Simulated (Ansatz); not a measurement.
Two isomers of C2H5NSi: A = `C[SiH2]C#N`, B = `CC1=N[SiH2]1`.

Gas-phase electronic energies from Ansatz, PBE0-D4/def2-TZVP geometries. CCSD(T)/CBS adds triple-zeta CCSD(T) − MP2 to the extrapolated MP2 energy (def2 sets, frozen cores). Functionals use def2-TZVPP. B3LYP here is the variant with VWN-RPA as its local correlation; programs differ in this.

(1) Which isomer does CCSD(T)/CBS put lower? Give the gap. (Estimate.)

(2) Give E(B) − E(A) in kJ/mol with CCSD/def2-TZVPP, r2SCAN-D4, B2PLYP, PBE0-D4, B3LYP-D4, BLYP-D4, B3LYP. (Best estimate.)

(3) Does the order hold for the free energy at 298.15 K (harmonic terms from PBE0-D4)? (Best estimate.)

Largest T1 diagnostic: 0.015.

## Answers

(1) The calculation gave: A, by 149.1 kJ/mol.

(2) The calculation gave: CCSD/def2-TZVPP 160.2, r2SCAN-D4 129.3, B2PLYP 153.0, PBE0-D4 123.7, B3LYP-D4 144.2, BLYP-D4 142.4, B3LYP 145.6. None reverses the order clearly.

(3) Ansatz gave: Yes: G(B) − G(A) = +155.8 kJ/mol.

Leaving LDA and LC-ωPBE aside and taking each functional with its dispersion term where it has one, the values, not all of them listed here, spread over 34.6 kJ/mol, from PBE-D4 to B2PLYP. LDA lies −26.7 kJ/mol from PBE without D4. At CCSD(T), def2-SVP lies +6.8 kJ/mol from the extrapolated value and def2-TZVPP +5.6 kJ/mol.
